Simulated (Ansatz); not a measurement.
Species: BNH5, charge 1, singlet. BNH5+ (SMILES B[NH3+]).
B3LYP-D3(BJ)/def2-TZVP minimum from Ansatz (an electronic-structure program):
```
N
H 1 1.0245
H 1 1.0252 2 108.83
H 1 1.0308 2 106.19 3 -113.32
B 1 1.5510 2 113.81 4 -119.41
H 5 1.1765 1 115.79 2 24.46
H 5 1.1767 6 128.80 1 -178.13
```
Charge +1, spin multiplicity 1.

Hartree-Fock and MP2 correlation energies in hartree (Ansatz). Open shells are spin-unrestricted; no spin-orbit coupling. Correlated methods leave the cores frozen. No relativity.

```json
[
 {"basis": "cc-pVTZ", "X": "3", "E(HF)": "-81.83818", "E(corr, MP2)": "-0.31556"},
 {"basis": "cc-pVQZ", "X": "4", "E(HF)": "-81.84378", "E(corr, MP2)": "-0.33633"},
 {"basis": "cc-pV5Z", "X": "5", "E(HF)": "-81.84513", "E(corr, MP2)": "withheld"}
]
```

Q: Fit E(corr) = E∞ + A/X³ to X = 3 and 4, predict X = 5, and compare with the run.

A: A = (-0.31556 - (-0.33633))/(1/27 - 1/64) = 0.9700; E∞ = -0.33633 - A/64 = -0.35149; at X = 5, E∞ + A/125 = -0.34373. The run gave -0.34402, 0.29 mEh below the prediction. The same form on X = 4 and 5 gives E∞ = -0.35209, 0.60 mEh below the first estimate.
